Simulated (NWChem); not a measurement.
Everything below was run with NWChem. System: F4Sn, charge -1, spin multiplicity 2, at the geometry of a parent with another charge or spin, in a state set for the comparison that need not be this species' ground state. Its SCF solution wasn't tested for a lower state. Level: UHF/def2-SVPD with def2 effective core potentials on Sn.

NWChem printed:

```
             Northwest Computational Chemistry Package (NWChem) 7.3.0
             --------------------------------------------------------

                                NWChem Input Module
                                -------------------

 Scaling coordinates for geometry "geometry" by  1.889725989
 (inverse scale =  0.529177249)

 Turning off AUTOSYM since
 SYMMETRY directive was detected!

                             Geometry "geometry" -> ""
                             -------------------------

 Output coordinates in angstroms (scale by  1.889725989 to convert to a.u.)

  No.       Tag          Charge          X              Y              Z
 ---- ---------------- ---------- -------------- -------------- --------------
    1 F                    9.0000     0.00000000    -1.57450700     1.11337700
    2 Sn                  50.0000     0.00000000     0.00000000    -0.00000100
    3 F                    9.0000     0.00000000     1.57450700     1.11337700
    4 F                    9.0000     1.57450800     0.00000000    -1.11337300
    5 F                    9.0000    -1.57450800     0.00000000    -1.11337300

 Effective nuclear repulsion energy (a.u.)     575.6152055277

            Nuclear Dipole moment (a.u.)
            ----------------------------
        X                 Y               Z
 ---------------- ---------------- ----------------
     0.0000000000     0.0000000000     0.0000415740

      Symmetry information
      --------------------

 Group name             C2v
 Group number             16
 Group order               4
 No. of unique centers     3

      Symmetry unique atoms

     1    2    4


 Summary of "ao basis" -> "" (spherical)
 ------------------------------------------------------------------------------
       Tag                 Description            Shells   Functions and Types
 ---------------- ------------------------------  ------  ---------------------
 *                         def2-svpd                  on all atoms

 Summary of "ao basis" -> "ao basis" (spherical)
 ------------------------------------------------------------------------------
       Tag                 Description            Shells   Functions and Types
 ---------------- ------------------------------  ------  ---------------------
 F                         def2-svpd                 9       23   4s3p2d
 Sn                        def2-svpd                12       32   5s4p3d

                                 NWChem SCF Module
[...]
    35      0.446258  2 Sn px                49      0.273632  2 Sn d  1

 Vector   32  Occ=0.000000D+00  E= 2.889375D-01  Symmetry=b2
              MO Center= -4.0D-16,  3.0D-13,  1.4D+00, r^2= 1.1D+01
   Bfn.  Coefficient  Atom+Function         Bfn.  Coefficient  Atom+Function
  ----- ------------  ---------------      ----- ------------  ---------------
    39      3.291223  2 Sn py                 4      2.651704  1 F  s
    59     -2.651704  3 F  s                 12      1.087495  1 F  py
    67      1.087495  3 F  py                13     -0.882565  1 F  pz
    68      0.882565  3 F  pz                52      0.704740  2 Sn d -1
    36      0.446256  2 Sn py                47      0.273632  2 Sn d -1

 center of mass
 --------------
 x =   0.00000000 y =   0.00000000 z =   0.00000033

 moments of inertia (a.u.)
 ------------------
         672.784146551671           0.000000000000           0.000000000000
           0.000000000000         672.784573838420           0.000000000000
           0.000000000000           0.000000000000         672.766189576201

  Mulliken analysis of the total density
  --------------------------------------

    Atom       Charge   Shell Charges
 -----------   ------   -------------------------------------------------------
    1 F    9     9.67   1.99  1.12  0.84 -0.07  3.30  2.26  0.22  0.00  0.00
    2 Sn  22    20.32   1.60  0.42  0.86  0.65  0.23  3.27  2.73  0.52 -0.06  9.83  0.32 -0.04
    3 F    9     9.67   1.99  1.12  0.84 -0.07  3.30  2.26  0.22  0.00  0.00
    4 F    9     9.67   1.99  1.12  0.84 -0.07  3.30  2.26  0.22  0.00  0.00
    5 F    9     9.67   1.99  1.12  0.84 -0.07  3.30  2.26  0.22  0.00  0.00

  Mulliken analysis of the alpha density
  --------------------------------------

    Atom       Charge   Shell Charges
 -----------   ------   -------------------------------------------------------
    1 F    9     4.76   1.00  0.57  0.41 -0.11  1.69  1.12  0.08  0.00 -0.00
    2 Sn  22    10.98   0.80  0.22  0.62  0.89  0.19  1.64  1.36  0.25 -0.03  4.91  0.16 -0.02
    3 F    9     4.76   1.00  0.57  0.41 -0.11  1.69  1.12  0.08  0.00 -0.00
    4 F    9     4.76   1.00  0.57  0.41 -0.11  1.69  1.12  0.08  0.00 -0.00
    5 F    9     4.76   1.00  0.57  0.41 -0.11  1.69  1.12  0.08  0.00 -0.00

   Mulliken analysis of the beta density
   -------------------------------------

    Atom       Charge   Shell Charges
 -----------   ------   -------------------------------------------------------
    1 F    9     4.91   1.00  0.55  0.43  0.03  1.62  1.14  0.14  0.00  0.00
    2 Sn  22     9.34   0.80  0.20  0.25 -0.24  0.04  1.64  1.37  0.27 -0.03  4.92  0.16 -0.02
    3 F    9     4.91   1.00  0.55  0.43  0.03  1.62  1.14  0.14  0.00  0.00
    4 F    9     4.91   1.00  0.55  0.43  0.03  1.62  1.14  0.14  0.00  0.00
    5 F    9     4.91   1.00  0.55  0.43  0.03  1.62  1.14  0.14  0.00  0.00

   Mulliken analysis of the spin density
   -------------------------------------

    Atom       Charge   Shell Charges
 -----------   ------   -------------------------------------------------------
    1 F    9    -0.16   0.00  0.02 -0.02 -0.14  0.07 -0.02 -0.07  0.00 -0.00
    2 Sn  22     1.63  -0.00  0.02  0.37  1.12  0.15  0.00 -0.00 -0.03  0.00 -0.01  0.01  0.00
    3 F    9    -0.16   0.00  0.02 -0.02 -0.14  0.07 -0.02 -0.07  0.00 -0.00
    4 F    9    -0.16   0.00  0.02 -0.02 -0.14  0.07 -0.02 -0.07  0.00 -0.00
    5 F    9    -0.16   0.00  0.02 -0.02 -0.14  0.07 -0.02 -0.07  0.00 -0.00

       Multipole analysis of the density wrt the origin
       ------------------------------------------------

     L   x y z        total         alpha         beta         nuclear
     -   - - -        -----         -----         ----         -------
     0   0 0 0     -1.000000    -30.000000    -29.000000     58.000000

     1   1 0 0     -0.000000     -0.000000      0.000000      0.000000
     1   0 1 0      0.000000      0.000000     -0.000000      0.000000
     1   0 0 1     -0.000010     -0.000048     -0.000056      0.000094

     2   2 0 0    -42.028746   -102.846544    -98.535083    159.352881
     2   1 1 0     -0.000000     -0.000000     -0.000000      0.000000
     2   1 0 1      0.000000      0.000000      0.000000      0.000000
     2   0 2 0    -42.028755   -102.846450    -98.534983    159.352679
     2   0 1 1      0.000000      0.000000      0.000000      0.000000
     2   0 0 2    -42.029275   -102.851061    -98.539601    159.361388

 Task  times  cpu:        1.8s     wall:        1.8s

 Total times  cpu:        1.8s     wall:        1.8s
```

### Question
Write an NWChem input that would produce this output.

### Answer
One answer among several that fit: 
```
start mol
memory heap 200 mb stack 900 mb global 1100 mb
charge -1
geometry units angstroms nocenter noautoz
  F      0.000000    -1.574507     1.113377
  Sn     0.000000     0.000000    -0.000001
  F      0.000000     1.574507     1.113377
  F      1.574508     0.000000    -1.113373
  F     -1.574508     0.000000    -1.113373
  symmetry group C2v
end
basis spherical
  * library def2-svpd
end
ecp
  Sn library def2-ecp
end
scf
  uhf
  nopen 1
  maxiter 100
  thresh 1e-7
  semidirect memsize 60000000 filesize 0
  # guess.movecs holds the orbitals of an unrestricted PBE0 run
  vectors input guess.movecs output mol.movecs
end
task scf energy
```
